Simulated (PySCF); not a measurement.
**Structure from 2D NMR**

Compound of formula C6H5NO2. Correlations simulated from computed shifts and couplings:

HSQC (one-bond C–H):
```
  δH     δC  1J(C,H) (Hz)
9.13  133.5           177
8.84  152.9           185
8.84  147.1           187
8.40  163.3           235
7.50  128.6           171
```

COSY cross peaks (|J| ≥ 2 Hz):
```
  δH    δH  abs. J (Hz)  bonds
9.13  8.84          2.9      4
9.13  7.50          9.9      3
8.84  7.50          5.3      3
```

HMBC (two and three bonds, |J| ≥ 2.5 Hz):
```
  δH                        δC [abs. J in Hz]
9.13    154.9 [3.7], 152.9 [7.4], 147.1 [4.7]
8.84  147.1 [12.2], 133.5 [7.2], 128.6 [10.6]
8.84   154.9 [3.0], 152.9 [12.0], 133.5 [4.1]
8.40                              154.9 [9.2]
7.50                 154.9 [9.2], 152.9 [3.4]
```

Carbons without hydrogens: δ 154.9.

Computational details: J couplings at B3LYP/pcJ-1 (without the spin–dipole term), geometry from GFN2-xTB, GIAO PBE0/pcSseg-1 shieldings, in PySCF 2.14.0 with density-fitted response routines (one conformer, isolated molecule, no relativistic terms).

Chemical shifts δ = σref − σ; TMS for 1H, 13C, all at this level.

Exchangeable hydrogens are left out of these lists, and C,H couplings along chains are those of one rotamer, so weak HMBC peaks may be missing or extra.

Question: Work out the connectivity.

Answer: `O=COc1cccnc1`.

Atoms are numbered as in `[O:1]=[CH:2][O:3][c:4]1[cH:5][cH:6][cH:7][n:8][cH:9]1`. Hydrogens are named by the atom that carries them.

1. δC 163.3 is C2, an ester carbonyl carbon (δH 8.40).
2. δC 154.9 is C4, an aromatic carbon bearing oxygen.
3. δC 152.9 is C7, an aromatic CH next to a ring nitrogen (δH 8.84).
4. δC 147.1 is C9, an aromatic CH next to a ring nitrogen (δH 8.84).
5. δC 133.5 is C5, an aromatic CH (δH 9.13).
6. δC 128.6 is C6, an aromatic CH (δH 7.50).
7. HMBC from δH 9.13 reaches the proton-free carbon C4.
8. HMBC from δH 8.84 reaches the proton-free carbon C4.
9. HMBC from δH 8.40 reaches the proton-free carbon C4.
10. HMBC from δH 7.50 reaches the proton-free carbon C4.
11. COSY links 9.13–8.84, 9.13–7.50, 8.84–7.50.

The data come from this structure; uniqueness wasn't tested.

Unscaled 3J(H,H) at this level run about 10 % above measured values. Shifts are as computed. Against solution values, carbons near 30 ppm lie about +3 ppm off and those near 130 ppm about +5 ppm. Of 1211 compounds with measured shifts, 218 miss one by over three times the rms of a fit or turn the order of signals round; such compounds aren't used in these exercises.
